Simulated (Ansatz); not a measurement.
# Relative stability

The two ends of one reaction step of CH7GaS, closed shell (PBE0-D4/def2-TZVP).

A:

```json
{"atom": "Ga1", "x (Å)": "-1.1819", "y (Å)": "-0.3386", "z (Å)": "1.0833"}
{"atom": "C2", "x (Å)": "0.8896", "y (Å)": "0.9465", "z (Å)": "-1.1255"}
{"atom": "H3", "x (Å)": "-2.0984", "y (Å)": "-0.6989", "z (Å)": "-0.1267"}
{"atom": "H4", "x (Å)": "-1.1487", "y (Å)": "1.0139", "z (Å)": "1.8580"}
{"atom": "H5", "x (Å)": "1.3711", "y (Å)": "0.1538", "z (Å)": "-0.5512"}
{"atom": "S6", "x (Å)": "0.1610", "y (Å)": "-1.8998", "z (Å)": "1.8657"}
{"atom": "H7", "x (Å)": "0.4930", "y (Å)": "1.7082", "z (Å)": "-0.4523"}
{"atom": "H8", "x (Å)": "1.6281", "y (Å)": "1.4093", "z (Å)": "-1.7798"}
{"atom": "H9", "x (Å)": "0.0858", "y (Å)": "0.5308", "z (Å)": "-1.7338"}
{"atom": "H10", "x (Å)": "-0.1995", "y (Å)": "-2.8252", "z (Å)": "0.9621"}
```

B:

Ga1  (-0.896, 0.436, 0.521)
C2  (0.222, 0.944, -1.037)
H3  (-2.285, -0.275, 0.277)
H4  (-0.647, 1.140, 1.913)
H5  (1.581, -1.316, 1.159)
S6  (0.322, -1.780, 1.218)
H7  (-0.155, 1.877, -1.466)
H8  (1.264, 1.115, -0.754)
H9  (0.192, 0.189, -1.826)
H10  (0.402, -2.330, -0.005)
(Å)

Ansatz 0.2.0; basis: def2-TZVPP; cores frozen in the correlated methods. Filled d shells of the heavier atoms are correlated. The def2 sets are not built for correlating such inner shells, so the correlated values are less sure here. B3LYP uses VWN-RPA correlation.

**Question.** Which structure is lower at CCSD(T), and by how much? (Judge from chemistry; the value comes from the calculation.)

**Answer.** The calculation gives: A, by 19.76 kcal/mol (electronic energy, against the other). By their contacts, A is a complex of GaH₃S ([SH][GaH2]) + CH₄ and B is CH₇GaS ([CH3][GaH2][SH2]).

All methods give the same order:

```json
{"method": "SPW92", "E(B) − E(A) (kcal/mol)": "16.03"}
{"method": "PBE-D4", "E(B) − E(A) (kcal/mol)": "19.94"}
{"method": "BLYP-D4", "E(B) − E(A) (kcal/mol)": "21.33"}
{"method": "r2SCAN-D4", "E(B) − E(A) (kcal/mol)": "20.51"}
{"method": "B97M-V", "E(B) − E(A) (kcal/mol)": "22.17"}
{"method": "PBE0-D4", "E(B) − E(A) (kcal/mol)": "20.18"}
{"method": "B3LYP-D4", "E(B) − E(A) (kcal/mol)": "21.39"}
{"method": "r2SCAN0-D4", "E(B) − E(A) (kcal/mol)": "20.66"}
{"method": "BHLYP-D4", "E(B) − E(A) (kcal/mol)": "21.86"}
{"method": "CAM-B3LYP-D4", "E(B) − E(A) (kcal/mol)": "20.61"}
{"method": "wB97X-V", "E(B) − E(A) (kcal/mol)": "20.29"}
{"method": "wB97M-V", "E(B) − E(A) (kcal/mol)": "20.21"}
{"method": "B2PLYP", "E(B) − E(A) (kcal/mol)": "21.54"}
{"method": "PBE-QIDH", "E(B) − E(A) (kcal/mol)": "20.18"}
{"method": "RPA on PBE", "E(B) − E(A) (kcal/mol)": "19.20"}
{"method": "HF", "E(B) − E(A) (kcal/mol)": "25.74"}
{"method": "MP2", "E(B) − E(A) (kcal/mol)": "19.88"}
{"method": "CCSD", "E(B) − E(A) (kcal/mol)": "20.25"}
{"method": "CCSD(T)", "E(B) − E(A) (kcal/mol)": "19.76"}
```

The T1 diagnostic stays at or below 0.013.

Labels in which every atom is bracketed show which atoms are joined, not bond orders.

For scale, one of the runs: CCSD(T)/def2-TZVPP, 219 basis functions, launched by `ansatz run in.yaml --threads 4 --pin off --events-out ev --progress --plain --max-ram 9574MiB`. Hardware: 4 CPU threads of an Arm Neoverse V2, shared host. Wall time 73 s; peak host memory 3.1 GiB.
